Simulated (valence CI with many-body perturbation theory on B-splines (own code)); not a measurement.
**E1 line list for Tb XVI**

Calculated by relativistic CI+MBPT: four valence electrons over a frozen Dirac-Fock core [Kr] 4d10, radial functions for each j: 7 s, 7 p, 7 d, 7 f, 4 g, 2 h, with the one-electron correlation potential Σ1 (screened to all orders), the two-electron term Σ2, the three-electron term Σ3, Breit, model QED; selected single and double excitations, second order for the rest, scaled by the run's own slope (own B-spline code, finite nucleus).

No measured levels were compared; by estimate terms of the open shell hold to a few per cent of their energy, and close levels can change places; configurations with another count of f electrons can be misplaced by thousands of cm⁻¹.

Lines 1 to 50 of 552 in falling wavelength, among levels below 181610 cm⁻¹, chosen from the strongest by gf and those to the six lowest levels. Wavelengths and rates use the calculated energies, so an error of 2000 cm⁻¹ moves a line at 948.4 nm by 19 % and its rate by three times that or more. Electric multipoles are in the length gauge, E1 and E2 with the static RPA response of the core. Weak lines are less certain than strong ones. Lines between different terms over intervals too small for the method are left out, as are lines whose strength nearly cancels. Where a level lies close to another of its J and parity, the split of strength between their lines is uncertain. The highest levels of a list are the least certain.

Names give the largest LS component (configuration and term), which can be under half, so a name can repeat, a term be missing and a line seem to break the LS rules; names also repeat where a configuration has a term twice. Letters in brackets count levels of one name in rising energy.

```csv
λ vac (nm),Upper,Lower,A (s⁻¹),S (a.u.) with core polarisation,S without
948.4,4f4 1H_5,4f3.5s 1I°_6 [b],2.35e+01,1.09e-04,1.21e-04
908.4,4f3.5s 5F°_5 [b],4f4 5D_4,2.28e+01,9.26e-05,1.06e-04
869.9,4f4 3K_8 [b],4f3.5s 3I°_7 [a],6.50e+01,3.59e-04,3.99e-04
844.2,4f4 3F_4 [c],4f3.5s 3D°_3 [c],2.73e+01,7.30e-05,8.35e-05
818.5,4f3.5s 3L°_7,4f4 1L_8 [c],3.64e+01,1.48e-04,1.75e-04
816.5,4f3.5s 1D°_2 [b],4f4 3D_3 [b],5.51e+01,7.40e-05,8.40e-05
752.3,4f3.5s 3G°_4 [d],4f4 1H_5,4.25e+01,8.04e-05,9.10e-05
684.7,4f3.5s 3H°_4,4f4 3I_5 [b],7.76e+01,1.11e-04,1.23e-04
656.1,4f4 3H_6 [d],4f3.5s 1H°_5 [b],3.63e+01,6.58e-05,7.07e-05
602.9,4f4 3F_4 [c],4f3.5s 3D°_3 [b],6.58e+01,6.41e-05,6.99e-05
601.7,4f2.5s2 3F_4,4f3.5s 1G°_4,1.05e+02,1.01e-04,1.10e-04
598.9,4f3.5s 1H°_5 [a],4f4 1I_6 [a],1.54e+02,1.79e-04,1.97e-04
581.8,4f3.5s 3D°_3 [c],4f4 3P_2 [a],1.79e+02,1.22e-04,1.34e-04
566.5,4f3.5s 3G°_4 [c],4f4 3G_5 [b],1.41e+02,1.14e-04,1.28e-04
543.2,4f3.5s 3F°_4 [b],4f4 1F_3,1.06e+02,7.52e-05,8.82e-05
540.9,4f4 3K_7 [b],4f3.5s 3I°_6 [a],2.29e+02,2.68e-04,2.94e-04
510.2,4f3.5s 1D°_2 [b],4f4 1F_3,1.83e+02,6.00e-05,6.84e-05
504.7,4f3.5s 1I°_6 [b],4f4 3I_6 [b],7.62e+01,6.29e-05,7.20e-05
504.0,4f4 1I_6 [c],4f3.5s 1H°_5 [b],3.68e+02,3.02e-04,3.35e-04
480.7,4f3.5s 1G°_4,4f4 1H_5,2.23e+02,1.10e-04,1.19e-04
480.6,4f3.5s 3F°_4 [a],4f4 1G_4 [a],1.31e+02,6.48e-05,7.14e-05
470.9,4f3.5s 3L°_8,4f4 3K_7 [b],2.54e+02,2.22e-04,2.45e-04
466.5,4f3.5s 1L°_8,4f4 1L_8 [c],8.27e+02,7.05e-04,7.69e-04
433.5,4f4 3K_6 [b],4f3.5s 3I°_5 [a],2.79e+02,1.46e-04,1.57e-04
429.8,4f3.5s 5F°_5 [a],4f4 5G_6,1.33e+02,5.74e-05,5.94e-05
428.6,4f3.5s 3G°_3 [b],4f4 3H_4 [b],5.73e+02,1.56e-04,1.69e-04
426.7,4f3.5s 3F°_3 [b],4f4 3P_2 [a],2.13e+02,5.72e-05,6.37e-05
424.5,4f3.5s 3F°_4 [b],4f4 3G_5 [c],1.32e+02,4.49e-05,4.65e-05
423.6,4f3.5s 3L°_7,4f4 3K_6 [b],1.29e+02,7.28e-05,7.71e-05
423.4,4f2.5s2 1G_4 [b],4f3.5s 1G°_4,4.56e+02,1.54e-04,1.68e-04
422.2,4f3.5s 3L°_9,4f4 3K_8 [b],5.16e+02,3.64e-04,4.18e-04
421.4,4f3.5s 1H°_5 [b],4f4 3I_6 [b],1.76e+02,7.14e-05,8.24e-05
420.9,4f4 1I_6 [c],4f3.5s 1I°_6 [b],5.29e+02,2.53e-04,2.95e-04
415.7,4f3.5s 1F°_3,4f4 1G_4 [c],2.73e+02,6.79e-05,7.46e-05
414.7,4f3.5s 3G°_4 [b],4f4 3H_5 [c],5.36e+02,1.70e-04,1.88e-04
413.3,4f4 1H_5,4f3.5s 3I°_6 [b],1.54e+02,5.90e-05,6.90e-05
405.3,4f4 3G_5 [c],4f3.5s 3H°_6,1.26e+02,4.56e-05,5.03e-05
402.4,4f3.5s 1F°_3,4f4 1F_3,7.75e+02,1.74e-04,1.96e-04
402.3,4f4 3H_6 [d],4f3.5s 1I°_6 [a],1.98e+02,8.29e-05,9.42e-05
401.3,4f3.5s 5F°_5 [b],4f4 3H_6 [a],1.11e+02,3.89e-05,4.05e-05
399.4,4f3.5s 3G°_4 [b],4f4 3H_5 [b],1.60e+02,4.53e-05,4.95e-05
389.5,4f3.5s 3D°_2 [b],4f4 3F_3 [c],3.07e+02,4.47e-05,4.85e-05
389.4,4f3.5s 3G°_5 [b],4f4 3H_6 [b],6.68e+02,2.14e-04,2.34e-04
388.0,4f3.5s 5F°_4 [b],4f4 5G_5,1.82e+02,4.71e-05,5.00e-05
383.0,4f4 3I_7 [b],4f3.5s 3I°_7 [a],1.41e+02,5.87e-05,6.09e-05
375.8,4f3.5s 5F°_3,4f4 5G_4,3.57e+02,6.55e-05,7.17e-05
372.4,4f3.5s 1H°_5 [a],4f4 3I_6 [a],2.49e+02,6.99e-05,7.90e-05
369.7,4f3.5s 3G°_3 [b],4f4 1G_4 [a],2.20e+02,3.84e-05,4.21e-05
364.3,4f3.5s 3K°_7,4f4 3I_6 [a],1.21e+02,4.32e-05,4.78e-05
362.2,4f3.5s 3I°_6 [b],4f4 3H_6 [b],1.25e+02,3.82e-05,4.12e-05
```
